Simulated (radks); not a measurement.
Spin polarisation of the 3p1 shell in neutral aluminium. Start: [Ne] 3s2 3p(up 0.5, down 0.5); electrons of 3p are moved from spin down to spin up, other shells keep equal spins. Method: non-relativistic Kohn-Sham, LDA (Slater exchange, Perdew-Wang correlation), spin-polarised, spherical densities, point nucleus; computed with a radial shooting solver on a logarithmic mesh with Libxc functionals.

moment (Bohr magnetons)  E - E(0) (eV)  e(3p up) (eV)  e(3p down) (eV)  3s down minus up (eV)
0                                0.000         -2.792           -2.792                  0.000
0.25                            -0.009         -2.860           -2.715                  0.161
0.5                             -0.037         -2.922           -2.629                  0.322
0.75                            -0.082         -2.975           -2.533                  0.484
1                               -0.147         -3.021           -2.428                  0.647

At moment 1 the spin-polarisation energy is -0.147 eV and the 3p exchange splitting 0.593 eV, that is 0.593 eV per Bohr magneton; E = -I m^2/4 would give I = 0.588 eV.
